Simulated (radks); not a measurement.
The numbers below are computed, except where a source is named.
The platinum ion Pt3+ is in [Xe] 4f14 5d7. Code: a radial shooting solver on a logarithmic mesh with Libxc functionals. Model: scalar-relativistic Kohn-Sham, LDA (Slater exchange, Perdew-Wang correlation), spin-polarised, spherical densities, finite nucleus; Fermi nuclear charge, rms radius of each element as measured or else 0.836 A^(1/3) + 0.57 fm. Open shells are filled with parallel spins first. One electron is removed from 5s, 4f, 5d, 5p in turn, with full relaxation. Which removal costs least, and what does each cost?

Answer. 5d 44.589 eV; 5p 98.165 eV; 4f 119.29 eV; 5s 145.26 eV. The 5d electron leaves first.
